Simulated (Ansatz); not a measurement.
SnTe2⁺, 3 atoms. Hardware: 4 threads of Arm Neoverse V1 on a shared host.

In the def2 sets Sn, Te take a core potential; there is no spin–orbit coupling. Correlated methods freeze 12 core orbitals; core or outer-core shells of Sn, Te are correlated, in sets that lack core-valence functions.

Task: How many basis functions does each of these Ansatz runs have, and roughly what does it cost? ωB97M-V/def2-TZVP, charge 1 doublet, energy, from earlier orbitals; PBE0-D4/def2-SVP, charge 1 doublet, energy, from earlier orbitals; CCSD(T)/def2-SVP, charge 1 quartet, energy, from earlier orbitals; PBE0-D4/def2-TZVP, charge 1 doublet, energy, from earlier orbitals; r2SCAN-D4/def2-TZVP, charge 1 quartet, energy, from earlier orbitals; MP2/def2-TZVP, charge 1 doublet, energy, from earlier orbitals; PBE0-D4/def2-SVP, charge 1 quartet, relaxation, 5 steps; CAM-B3LYP-D4/def2-TZVP, charge 1 quartet, energy, from earlier orbitals; PBE0-D4/def2-TZVP, charge 1 quartet, energy, from earlier orbitals; r2SCAN-D4/def2-TZVP, charge 0 singlet at the geometry of the charge 1 doublet, energy, from earlier orbitals; PBE-D4/def2-TZVP, charge 1 doublet, energy, from earlier orbitals; PBE-D4/def2-TZVP, charge 0 singlet at the geometry of the charge 1 doublet, energy, from earlier orbitals.

Result: Other jobs shared the machine, so times can vary by a factor of up to 3. A dash marks memory too small to be measured apart from the calling script's.

```csv
run,functions,fitting or Cholesky vectors,wall time,peak host memory (GiB)
"PBE-D4/def2-TZVP, charge 0 singlet at the geometry of the charge 1 doublet, energy, from earlier orbitals",150,1160,1.4 s,–
"PBE0-D4/def2-SVP, charge 1 doublet, energy, from earlier orbitals",78,1008,2.1 s,–
"PBE-D4/def2-TZVP, charge 1 doublet, energy, from earlier orbitals",150,1160,2.8 s,–
"r2SCAN-D4/def2-TZVP, charge 0 singlet at the geometry of the charge 1 doublet, energy, from earlier orbitals",150,1160,3.3 s,–
"PBE0-D4/def2-TZVP, charge 1 quartet, energy, from earlier orbitals",150,1337,4.3 s,–
"MP2/def2-TZVP, charge 1 doublet, energy, from earlier orbitals",150,1442,4.4 s,–
"PBE0-D4/def2-TZVP, charge 1 doublet, energy, from earlier orbitals",150,1337,4.5 s,–
"r2SCAN-D4/def2-TZVP, charge 1 quartet, energy, from earlier orbitals",150,1160,6.5 s,–
"CAM-B3LYP-D4/def2-TZVP, charge 1 quartet, energy, from earlier orbitals",150,1264,7.5 s,0.63
"CCSD(T)/def2-SVP, charge 1 quartet, energy, from earlier orbitals",78,1008,9 s,–
"ωB97M-V/def2-TZVP, charge 1 doublet, energy, from earlier orbitals",150,1254,14 s,0.78
"PBE0-D4/def2-SVP, charge 1 quartet, relaxation, 5 steps",78,1137,17 s,–
```
